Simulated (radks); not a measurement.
Results of a calculation; reference values are marked as such.
Te2-, 54 electrons, occupied as [Xe].

Code: a radial shooting solver on a logarithmic mesh with Libxc functionals. Model: scalar-relativistic Kohn-Sham, LDA (Slater exchange, VWN5 correlation), spin-polarised, spherical densities, finite nucleus; Fermi nuclear charge, rms radius 4.7423 fm; Watson sphere of charge +2 and radius 3.46 bohr.

Energy parts (hartree; the electron-nucleus part includes the sphere):
part                        energy
total                  -6819.61026
kinetic                 7111.15528
electron-nucleus      -16492.68450
Hartree                 2732.36020
exchange-correlation    -170.44124

Orbitals (lengths in bohr, moments of r in powers of bohr; <r^-3> diverges for s and p1/2):
orbital,occ.,eigenvalue (hartree),<r^-3>,<r>
1s,2,-1160.863,-,0.02784
2s,2,-177.9860,-,0.1200
2p,6,-159.8693,5389,0.1048
3s,2,-35.33472,-,0.3227
3p,6,-29.44389,1019,0.3206
3d,10,-20.50764,140.5,0.2970
4s,2,-5.94565,-,0.7648
4p,6,-4.11639,195.7,0.8216
4d,10,-1.45417,19.59,0.9759
5s,2,-0.53003,-,2.164
5p,6,-0.22144,13.09,2.864

The highest occupied level is 5p at -6.026 eV. The density falls to 0.001 e/bohr^3 at r = 5.09 bohr. The electron density at the nucleus is 2.34e+05 e/bohr^3 (large components only). Summed over all electrons, <r^2> = 87.11 bohr^2, which gives a Langevin (diamagnetic) susceptibility term of -69 x 10^-6 cm^3/mol.
